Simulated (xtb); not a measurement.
ZnCl2, SMILES [Cl][Zn][Cl]. All values are semi-empirical tight-binding results from xtb (GFN2-xTB unless named), good for trends rather than for accurate numbers. The structure is a stationary point at GFN2-xTB. The isomer is the one that the SMILES or the coordinates give; other isomers of the formula were not compared.

For metal compounds this method's bond lengths and energies can be far off.

- point group as xtb finds it = C2v
- orbital gap = 3.15 eV
- zero-point energy = 0.9 kcal/mol
- G − E(el) at 298.15 K (modified RRHO) = -17.3 kcal/mol
